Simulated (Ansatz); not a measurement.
Spectroscopic constants of PO+, closed-shell singlet (lowest of 2S+1 = 1, 3, 5 at CCSD(T)/def2-TZVPP on PBE0 minima; our sources give no spin for the ground state, which may be another).

The constants come from a fifth-degree fit in 1/R (seven points, main isotopes). Runs in def2 and cc sets follow the lowest solution found near the PBE0 minimum. The singlet is held restricted.

The values were computed with Ansatz (a quantum-chemistry and plane-wave program) with Gaussian orbitals. Values without a source in brackets are computed.

Energies at SVWN5/def2-TZVPP:

```json
[
 {"R (Å)": "1.320438", "E (hartree)": "-414.46923694"},
 {"R (Å)": "1.355934", "E (hartree)": "-414.48174463"},
 {"R (Å)": "1.388590", "E (hartree)": "-414.48825641"},
 {"R (Å)": "1.425506", "E (hartree)": "-414.49091711"},
 {"R (Å)": "1.462421", "E (hartree)": "-414.48954414"},
 {"R (Å)": "1.505016", "E (hartree)": "-414.48401743"},
 {"R (Å)": "1.554710", "E (hartree)": "-414.47352676"}
]
```

With a reduced mass of 10.5479 u, find the minimum, the force constant and the constants.

A fifth-degree polynomial in 1/R puts the minimum at r_e = 1.4301 Å with force constant 1250 N/m. Then ω_e = (1/2πc)√(k/μ) = 1418 cm⁻¹ and B_e = h/(8π²cμr_e²) = 0.7814 cm⁻¹; the cubic and quartic terms give α_e = 0.0049 and ω_e x_e = 6.1 cm⁻¹.
